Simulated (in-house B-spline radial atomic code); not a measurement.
**Mo⁶⁺: [Ne] 3s1 3p6 3d10 4s2 (4p1/2)2 (4p3/2)3 4d2 (with a hole in an inner shell)**

Computed with a radial B-spline atomic code at the basis-set limit: Dirac-Hartree-Fock, average of the jj configuration, Fermi nucleus of rms radius 4.4091 fm.

Screening seen three ways: the hydrogenic charge with the same mean radius, Z_r = [3n² - l(l+1)]/(2<r>), the one with the same energy, Z_e = n√(-2ε), and Slater's rules. Values are occupation-weighted means over j. An effective charge above Z reflects the relativistic contraction of the inner shells.

```tsv
shell	electrons	ε (eV)	<r> (bohr)	Z_r	Z_e	Slater
1s	2	-20245	0.03516	42.67	38.57	41.70
2s	2	-3033.8	0.1531	39.18	29.87	37.85
2p	6	-2721.7	0.1338	37.38	28.29	37.85
3s	1	-640.91	0.4253	31.74	20.59	31.10
3p	6	-528.31	0.4242	29.46	18.69	31.10
3d	10	-359.33	0.4064	25.84	15.42	21.85
4s	2	-166.29	1.044	22.99	13.98	15.45
4p	5	-134.2	1.122	20.50	12.56	15.45
4d	2	-88.409	1.329	15.80	10.20	7.65
```

The least bound orbital is 4d5/2 at -87.92 eV, and it is also the most diffuse (<r> = 1.334 bohr). The part-filled 3s shell lies below the filled 4s shell in orbital energy.

For the 1s electron the small component carries 2.35 % of the norm, the zero-frequency Breit interaction raises the level by 38.58 eV, self-energy by 21.15 eV, and vacuum polarisation lowers it by 2.443 eV.
